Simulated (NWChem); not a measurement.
Basis-set convergence for HBrOSn

```xyz
4

Sn     0.6891    -0.6796     0.0000
Br    -1.4833     0.7284     0.0000
O      1.9845     0.8446     0.0000
H      1.5853     1.7285     0.0000
```
Charge 0, spin multiplicity 1.

The numbers come from NWChem runs, not from measurements. The geometry was optimised at B3LYP/def2-SVP with def2 effective core potentials on Sn, a minimum by its harmonic frequencies. It is one conformer; others weren't searched.

Quantity: dipole moment at the level PBE0.

Effective core potentials replace the inner electrons of Sn; spin-orbit coupling is left out. The structure started from a generated list of species.

Relative cost: rough, from shared machines, SCF included, def2-SVP = 1.

### Question
In def2-QZVP the value is 2.11 D. Among def2-SVP, def2-SVPD, def2-TZVP, def2-TZVPP, def2-TZVPD, which is the smallest basis within 0.1 D of it?

### Answer
def2-SVPD, with 104 functions against 244 and about 2 % of the time (also within reach: def2-TZVP, def2-TZVPP, def2-TZVPD). def2-QZVP isn't the basis-set limit itself, and a small set can land close by cancellation.

```
basis       functions  dipole moment (D)  relative cost
----------  ---------  -----------------  -------------
def2-SVP           77               1.85              1
def2-SVPD         104               2.14        under 3
def2-TZVP         135               2.03        under 3
def2-TZVPP        143               2.07              3
def2-TZVPD        162               2.14              5
def2-QZVP         244               2.11             60
```
